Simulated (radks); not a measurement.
Q: These are the eigenvalues of the occupied orbitals of an atom or ion with whole-number occupations (hartree). Method: scalar-relativistic Kohn-Sham, LDA (Slater exchange, Perdew-Wang correlation), spin-polarised, spherical densities, point nucleus; computed with a radial shooting solver on a logarithmic mesh with Libxc functionals.

1s up: -890.6734
1s down: -890.6728
2s up: -133.2873
2s down: -133.2524
2p up: -119.9607
2p down: -119.9331
3s up: -27.02909
3s down: -27.00450
3p up: -22.65145
3p down: -22.62473
3d up: -15.68677
3d down: -15.65142
4s up: -6.69355
4s down: -6.55566
4p up: -5.38546
4p down: -5.24478
4d up: -3.43751

Which element is it, and in what charge state? The configuration may be excited. Open shells, if any, are filled with parallel spins first.

A: Z = 46, palladium, charge +6: Pd6+ in [Kr] 4d4. The list shows which subshells hold electrons but not how many an open one holds; the 1s level, -890.67 hartree, gives Z - s = 42.2 by -(Z - s)^2/2, which with screening and relativity narrows Z to a few neighbours, and the depths of the outer levels then fix element, charge and occupations together.
